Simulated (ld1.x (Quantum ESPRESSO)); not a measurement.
**Logarithmic derivatives: silicon (Si), TM semilocal**

| Property | Result |
| --- | --- |
| Element | Si (Z = 14) |
| Generator | ld1.x (Quantum ESPRESSO) 7.5 |
| Type | norm-conserving Troullier–Martins (semilocal form) |
| Functional | PBE |
| Relativity | scalar-relativistic |
| Frozen core | [Ne] |
| Valence charge | 4 |
| Reference configuration | 3s2 3p2 |
| Partial waves | 3s (bound): rc 1.55 bohr; 3p (bound): rc 1.45 bohr |
| Local potential | the p channel |
| Core correction | none |

The phase is arctan(r·u′/u) with u = r·R(r), unwrapped; energies in Ry, scanned from -3 to 5 Ry. A pole is an energy at which the radial function vanishes at the test radius. The pseudo phase is shifted by a multiple of π to meet the all-electron one at the reference energy, and phase errors are pseudo minus all-electron; the curves can meet again beyond the range given. Levels narrower than the energy grid can be missing from the lists of poles.

| channel | radius (bohr) | reference energy (Ry) | poles, all-electron | poles, pseudo | unbroken range about the reference energy with phases within 0.05 rad | phase error 1 Ry above the reference energy (rad) |
| --- | --- | --- | --- | --- | --- | --- |
| s | 1.70 | -0.79 | 4.56 | 3.86 | below 4.5 | -0.010 |
| p | 1.70 | -0.30 | none | 4.07 | below 1.1 | -0.030 |

Phases in the s channel:

```csv
E (Ry),all-electron,pseudo
-3.00,1.084,1.079
-2.76,1.050,1.044
-2.52,1.008,1.003
-2.28,0.958,0.953
-2.04,0.897,0.892
-1.80,0.821,0.817
-1.56,0.724,0.721
-1.32,0.601,0.599
-1.08,0.444,0.443
-0.84,0.247,0.247
-0.60,0.013,0.013
-0.36,-0.238,-0.240
-0.12,-0.478,-0.484
0.12,-0.684,-0.694
0.36,-0.851,-0.863
0.60,-0.982,-0.996
0.84,-1.084,-1.100
1.08,-1.165,-1.183
1.32,-1.230,-1.249
1.56,-1.283,-1.304
1.80,-1.327,-1.349
2.04,-1.365,-1.388
2.28,-1.397,-1.421
2.52,-1.424,-1.450
2.76,-1.448,-1.477
3.00,-1.470,-1.500
3.24,-1.489,-1.522
3.48,-1.507,-1.542
3.72,-1.523,-1.560
3.96,-1.538,-1.578
4.20,-1.552,-1.596
4.44,-1.565,-1.613
4.68,-1.577,-1.629
4.92,-1.588,-1.647
```
